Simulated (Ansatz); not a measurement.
`N[AsH]N[SiH3]` + H₂Te → `N[AsH][TeH]` + `N[SiH3]` at 298.15 K and 1 bar (ligand exchange at the As–N bond).

Computed with Ansatz on PBE0-D4/def2-TZVP structures; ΔE is electronic, products minus reactants. CCSD(T)/CBS adds triple-zeta CCSD(T) − MP2 to the extrapolated MP2 energy (def2 sets, frozen cores). This one scheme is used for every species. def2 core potentials past Kr. For As, Te outer-core shells are correlated without core-valence functions, which leaves a few kJ/mol of doubt a bond. Scalar relativity is left out up to krypton. One conformer a species, not always the lowest.

```csv
species,CCSD(T)/CBS energy (Eh),H − E (kJ/mol),S (J/(mol·K))
`N[AsH]N[SiH3]`,-2637.72137,220.9,361.8
H₂Te,-268.91024,41.3,228.4
`N[AsH][TeH]`,-2559.85306,127.0,334.6
`N[SiH3]`,-346.80422,145.7,264.3
```

H − E and S are ideal-gas, rigid-rotor, harmonic terms from PBE0-D4/def2-TZVP, for one conformer and one mirror image of each species. 1 Eh = 2625.50 kJ/mol, R = 8.31446 J/(mol·K).

By hand: ΔE, ΔH, ΔS and ΔG.

ΔE = (-2559.85306) + (-346.80422) − (-2637.72137) − (-268.91024) = -0.02567 Eh = -67.4 kJ/mol. Δ(H − E) = 127.0 + 145.7 − 220.9 − 41.3 = 10.5, so ΔH = -56.9 kJ/mol. ΔS = 334.6 + 264.3 − 361.8 − 228.4 = 8.7 J/(mol·K). ΔG = -56.9 − 298.15 × (8.7)/1000 = -59.5 kJ/mol.

By hand: the equilibrium constant, and the temperature at which ΔG would vanish if ΔH and ΔS stayed fixed.

log₁₀ K = −ΔG/(RT ln 10) = 10.4. ΔH and −TΔS have one sign here, so there is no such temperature.

The number of gas molecules stays the same, so ΔS is small and ΔH decides. A doubt of 5 kJ/mol in ΔE shifts log₁₀ K by 0.9 here. Other conformers and mirror images would add mixing entropy, several J/(mol·K) or more a flexible species. Modes under 60 cm⁻¹, often nearly free rotors, make the harmonic entropy too high. These are equilibria of isolated gas molecules and say nothing of rates. Largest T1 diagnostic: 0.012 (customary marks: 0.02 for closed shells, 0.045 for open ones).

ΔS is within the doubt of such terms, so its sign, and with it that verdict, could turn.
